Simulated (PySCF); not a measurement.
A side-by-side comparison of computed properties.

First species: C5H14AlN.
SMILES with atom numbers: `[CH2:1]=[CH:2][AlH2-:3][N+:4]([CH3:5])([CH3:6])[CH3:7]` (hydrogens: H8, H9 on C1; H10 on C2; H11, H12 on Al3; H13, H14, H15 on C5; H16, H17, H18 on C6; H19, H20, H21 on C7)

Second species: C₅H₁₃PSi₂.
SMILES with atom numbers: `[CH3:1][P:2]1[CH2:3][CH2:4][C:5]([SiH3:6])=[C:7]1[SiH3:8]` (hydrogens: H9, H10, H11 on C1; H12, H13 on C3; H14, H15 on C4; H16, H17, H18 on Si6; H19, H20, H21 on Si8)

Geometry (PBE0-D3(BJ)/def2-SVP, Å), atoms numbered from 1 in this order:
```xyz
21
C5H13PSi2 angstrom
C      1.961    1.559    0.936
P      1.179    1.426   -0.744
C      1.682   -0.296   -1.256
C      0.754   -1.286   -0.550
C     -0.538   -0.570   -0.213
Si    -2.060   -1.586    0.214
C     -0.478    0.784   -0.219
Si    -1.821    2.013    0.239
H      1.842    0.644    1.537
H      1.496    2.398    1.476
H      3.032    1.787    0.825
H      2.750   -0.478   -1.063
H      1.536   -0.348   -2.347
H      0.580   -2.187   -1.162
H      1.197   -1.655    0.394
H     -2.379   -2.512   -0.917
H     -1.795   -2.423    1.427
H     -3.234   -0.701    0.469
H     -2.867    2.106   -0.826
H     -2.486    1.656    1.529
H     -1.182    3.355    0.395
```

Levels: B3LYP/def2-SVPD for HOMO energy, LUMO energy, HOMO–LUMO gap and static isotropic polarisability; TDDFT B3LYP/def2-SVPD for lowest singlet excitation; TDA B3LYP/def2-SVPD for lowest triplet excitation (Tamm–Dancoff); ΔSCF B3LYP/def2-SVPD for vertical ionisation energy. Geometries: PBE0-D3(BJ)/def2-SVP. All species are isolated and taken at one optimised geometry, non-relativistic unless stated. Electronic properties by PySCF.

Dipoles, sizes and rotational constants follow the conformer. The torsions of the flexible species, by atom-mapped SMILES:
- `[CH2:1]=[CH:2][AlH2-:3][N+:4]([CH3:5])([CH3:6])[CH3:7]`: C1–C2–Al3–N4 178°, C2–Al3–N4–C5 180°

The conformers of `CP1CCC([SiH3])=C1[SiH3]` aren't listed.

| property | column X | column Y |
| --- | --- | --- |
| HOMO energy | -6.30 eV | -6.63 eV |
| LUMO energy | -1.33 eV | -0.04 eV |
| HOMO–LUMO gap | 4.97 eV | 6.59 eV |
| lowest singlet excitation | 4.13 eV | 5.79 eV |
| lowest triplet excitation (Tamm–Dancoff) | 3.40 eV | 4.19 eV |
| static isotropic polarisability | 141.8 au | 102.8 au |
| vertical ionisation energy | 8.19 eV | 8.67 eV |

(1) Which column belongs to which species?

(2) How does each property change from the first species to the second?

Results:

(1) Column X is the second species and column Y the first. The first has 21 atoms and 64 electrons, the second 21 and 86.

(2) HOMO energy +0.33 eV; LUMO energy -1.29 eV; HOMO–LUMO gap -1.62 eV; lowest singlet excitation -1.66 eV; lowest triplet excitation (Tamm–Dancoff) -0.79 eV; static isotropic polarisability +39.0 au; vertical ionisation energy -0.48 eV.

On the first: S1 lies 0.80 eV below the HOMO–LUMO gap; its leading configuration is HOMO−1→LUMO+1, weight 0.96. No computed singlet falls in the visible range (750 to 380 nm, 1.65 to 3.26 eV); S1 lies 2.53 eV above its blue end.

On the second: In wavenumbers S1 is 33300 cm⁻¹ (1 eV = 8065.54 cm⁻¹). The ΔSCF ionisation energy exceeds −ε(HOMO) by 1.89 eV with B3LYP.
